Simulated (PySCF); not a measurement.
# How methods differ on the excitation energy of V(2+)

V(2+) [Ar] 3d3 (4F) → V(2+) [Ar] 3d2 4s1 (4F), as a difference of total energies. Calculation: PySCF 2.14, in aug-cc-pwCVTZ (10s9p7d4f3g, 127 functions); no relativity, point nucleus. Correlated levels: valence: [Ar] frozen; valence and next inner shell: [Ne] frozen; nothing frozen. The calculations carry no spin-orbit coupling.

```tsv
method	excitation energy (cm⁻¹)
UHF	43380
LDA	47471
PBE	46974
PBE0	47525
r2SCAN	49151
BLYP	45702
M06-2X	46412
PW91	47265
MP2 (valence)	45203
SCS-MP2 (valence)	43987
MP2 (valence and next inner shell)	46443
SCS-MP2 (valence and next inner shell)	45448
MP2 (all electrons)	46637
SCS-MP2 (all electrons)	45569
```

A first-order spin-orbit estimate (lowest level to lowest level, LS coupling) adds -0.007 eV.
